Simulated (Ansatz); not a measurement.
**CCSD(T) forces**

CH3BSe (SMILES B1C[Se]1), singlet, at a frame of a short PBE0-D4/def2-SVP trajectory.

```tsv
atom	x (Å)	y (Å)	z (Å)
B1	-0.6170	-0.6376	-0.3216
C2	0.2652	0.6088	0.1474
Se3	0.9721	-1.2472	0.4958
H4	-1.5674	-1.1110	-0.8899
H5	0.8887	1.1446	-0.5719
H6	0.0835	1.1071	1.0585
```

Program: Ansatz 0.2.0. Basis: def2-TZVPP. Cores are frozen in the correlated methods. Filled d shells of the heavier atoms are correlated. The def2 sets are not built for correlating such inner shells, so the correlated values are less sure here.

CCSD(T) forces from the calculation:
```
atom      Fx      Fy  Fz (eV/Å)
  B1   0.443   0.434      0.095
  C2  -0.271  -1.152     -1.432
 Se3   0.049  -0.318      0.017
  H4   0.366   0.451      0.309
  H5  -0.272  -0.047      0.198
  H6  -0.316   0.632      0.812
```

(1) Which atom feels the largest CCSD(T) force, and how large is it?

The T1 diagnostic stays at or below 0.016.

## Answers

(1) C2, 1.86 eV/Å, along (-0.15, -0.62, -0.77).

Root-mean-square difference of the force components from those of CCSD(T): PBE-D4 0.155; r2SCAN-D4 0.123; PBE0-D4 0.167; wB97M-V 0.144 eV/Å.

For scale, one of the runs: CCSD(T)/def2-TZVPP forces, 152 basis functions, launched by `ansatz run in.yaml --threads 2 --pin off --events-out ev --progress --plain --max-ram 3481MiB`. Time: 86 s of wall clock on 2 CPU threads of an Intel Xeon 6975P-C; the host was shared. Peak host memory: 1.7 GiB.
